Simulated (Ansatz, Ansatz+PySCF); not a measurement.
| atom | x (Å) | y (Å) | z (Å) |
| --- | --- | --- | --- |
| C | 0.0000 | 1.4000 | 0.0000 |
| C | 1.2124 | 0.7000 | 0.0000 |
| C | 1.2124 | -0.7000 | 0.0000 |
| C | 0.0000 | -1.4000 | 0.0000 |
| C | -1.2124 | -0.7000 | 0.0000 |
| C | -1.2124 | 0.7000 | 0.0000 |
| C | 2.4249 | 1.4000 | 0.0000 |
| C | 3.6373 | 0.7000 | 0.0000 |
| C | 3.6373 | -0.7000 | 0.0000 |
| C | 2.4249 | -1.4000 | 0.0000 |
| C | 4.8497 | 1.4000 | 0.0000 |
| C | 6.0622 | 0.7000 | 0.0000 |
| C | 6.0622 | -0.7000 | 0.0000 |
| C | 4.8497 | -1.4000 | 0.0000 |
| H | 0.0000 | 2.4850 | 0.0000 |
| H | 0.0000 | -2.4850 | 0.0000 |
| H | -2.1521 | -1.2425 | 0.0000 |
| H | 2.4249 | 2.4850 | 0.0000 |
| H | 2.4249 | -2.4850 | 0.0000 |
| H | 4.8497 | 2.4850 | 0.0000 |
| H | 7.0018 | 1.2425 | 0.0000 |
| H | 7.0018 | -1.2425 | 0.0000 |
| H | 4.8497 | -2.4850 | 0.0000 |

Basis set: def2-SVP (spherical functions). Charge 0, multiplicity 2.

Computed with Ansatz (development build ahead of 0.2.0); each method stands on the lowest determinant of its kind that the runs found. Restricted functionals stand beside restricted open-shell atoms, which can lie above the unrestricted atoms usual in DFT and then raise those values.

Question: Give the atomization energy at this shape (free ground-state atoms in the same class of orbitals less the molecule, no zero-point energy) of doublet C₁₄H₉ by ωB97X (restricted open-shell), PBE0 (unrestricted), PBE0 (restricted open-shell), UHF, ROHF.

Answer:

```csv
method,atomization energy
ωB97X (restricted open-shell),2884.31 kcal/mol
PBE0 (unrestricted),2925.11 kcal/mol
PBE0 (restricted open-shell),2938.24 kcal/mol
UHF,2171.16 kcal/mol
ROHF,2172.68 kcal/mol
```

Caution for UHF: the unrestricted determinant is a mixture of spin states. Caution for ROHF: an unrestricted determinant lies well below.

The shape needn't be a minimum at these levels.
